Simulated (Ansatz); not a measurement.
Breaking a bond: SeLi (cation, charge +1), lowest triplet found (which spin is the ground state isn't settled by this scan).

- ROHF/aug-cc-pVDZ (Ansatz, an electronic-structure program)
- ROMP2 = Ansatz with MP2 on ROHF/aug-cc-pVDZ, cores with 3d frozen
- ROCCSD = CCSD on ROHF/aug-cc-pVDZ, cores with 3d frozen (Ansatz)
- ROCCSD(T) = CCSD(T) on ROHF/aug-cc-pVDZ, cores with 3d frozen (Ansatz)
- UHF/aug-cc-pVDZ (Ansatz)
- UMP2 = Ansatz with MP2 on UHF/aug-cc-pVDZ, cores with 3d frozen
- UCCSD = CCSD on UHF/aug-cc-pVDZ, cores with 3d frozen run with Ansatz
- UCCSD(T) = Ansatz with CCSD(T) on UHF/aug-cc-pVDZ, cores with 3d frozen
- ROCCSDT = CCSDT on ROHF/aug-cc-pVDZ, cores with 3d frozen in Ansatz
- UCCSDT = CCSDT on UHF/aug-cc-pVDZ, cores with 3d frozen run with Ansatz
- UCCSDT(Q) = CCSDT(Q) on UHF/aug-cc-pVDZ, cores with 3d frozen run with Ansatz
- UKS-PBE0 = unrestricted PBE0/aug-cc-pVDZ (Ansatz)
- UKS-CAM-B3LYP = unrestricted CAM-B3LYP/aug-cc-pVDZ (Ansatz)
- UKS-PBE = Ansatz with unrestricted PBE/aug-cc-pVDZ
- FCI = Ansatz with full CI/aug-cc-pVDZ, cores with 3d frozen

All curves are set to zero at 2.66 Å and compared with full CI in the same basis at 2.66, 2.81, 2.96, 3.14, 3.35, 3.65, 3.99, 4.38, 4.92, 5.45, 6.24, 7.21, 8.48 Å.

Question: Order the methods by the spread of their error (largest minus smallest) over these points.

Answer: ROCCSDT has the smallest spread and UKS-PBE the largest. In order (kJ/mol): ROCCSDT 0.02, UCCSDT(Q) 0.04, UCCSDT 0.05, UCCSD(T) 0.11, ROCCSD(T) 0.14, UCCSD 0.58, ROCCSD 0.65, UMP2 1.22, ROMP2 1.67, UHF 2.68, ROHF 3.99, UKS-PBE0 4.56, UKS-CAM-B3LYP 5.88, UKS-PBE 6.10.

Errors against full CI at some of the points (kJ/mol):

```csv
method,3.35 Å,3.99 Å,5.45 Å,6.24 Å,8.48 Å
ROCCSDT,0.0,0.0,0.0,0.0,0.0
UCCSDT(Q),0.0,0.0,0.0,0.0,0.0
UCCSDT,0.0,0.0,0.0,0.0,0.0
UCCSD(T),0.1,0.1,0.0,0.0,0.0
ROCCSD(T),0.1,0.1,0.0,0.0,-0.1
UCCSD,0.2,0.0,-0.3,-0.4,-0.4
ROCCSD,0.2,0.0,-0.4,-0.4,-0.4
UMP2,0.2,-0.3,-0.8,-0.9,-0.9
ROMP2,0.6,0.0,-0.9,-1.0,-1.1
UHF,1.2,0.3,-1.2,-1.3,-1.4
ROHF,1.2,-0.2,-2.3,-2.5,-2.7
UKS-PBE0,3.9,4.3,4.6,4.6,4.5
UKS-CAM-B3LYP,5.4,5.9,5.8,5.7,5.5
UKS-PBE,2.8,3.4,5.6,6.0,6.1
```
